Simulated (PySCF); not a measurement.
Ga(H)(SeH)2 (GaH3Se2), SMILES [SeH][GaH][SeH].

Coordinates come from a B3LYP-D3(BJ)/def2-SVP optimisation. The structure was generated by enumeration; whether it is a known compound was not checked. The values are those of a single conformer.

The numbers are results of B3LYP-D3(BJ)/def2-SVP run with PySCF, not measurements.

Frequencies are harmonic and unscaled.

Computed vibrational spectrum:
```tsv
mode	ν (cm⁻¹)	IR (km/mol)	moving atoms (share of kinetic energy)
1	85	3.0	Se 64 %, Ga 31 %
2	220	20.7	H 87 %
3	223	0.0	H 99 %
4	247	6.8	Se 64 %, Ga 35 %
5	319	33.7	Ga 62 %, Se 36 %
6	465	11.4	H 96 %
7	505	65.9	H 99 %
8	645	0.0	H 96 %
9	679	55.0	H 98 %
10	1983	144.0	H 99 %
11	2410	8.3	H 99 %
12	2413	20.9	H 99 %
```
